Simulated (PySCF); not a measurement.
Method: PBE-D3(BJ)/def2-TZVP // PBE0-D3(BJ)/def2-TZVP in PySCF. Isolated molecules, 0 K electronic values unless said otherwise. One relaxed conformer stands for a flexible species; it need not be the lowest. Excitations are Tamm–Dancoff values on a coarser integration grid. The basis has no diffuse functions, so Rydberg states are missing or too high.

Reference species (SMILES): `B=C=BB` (neutral, multiplicity 1).

```yaml
HOMO–LUMO gap: 2.29 eV
S1 oscillator strength: 0.000
S1–T1 gap (TDA): 0.24 eV
S1 excitation (TDA): 2.33 eV
```

Changed species: `B1=C(B1)B`.

Q: Predict the effect on the HOMO–LUMO gap, S1 oscillator strength, S1–T1 gap (TDA) and S1 excitation (TDA).

A: the HOMO–LUMO gap increases by 0.95 eV, to 3.24 eV; the S1 oscillator strength is nearly the same; the S1–T1 gap (TDA) increases by 0.76 eV, to 1.00 eV; the S1 excitation (TDA) rises by 1.13 eV, to 3.46 eV.
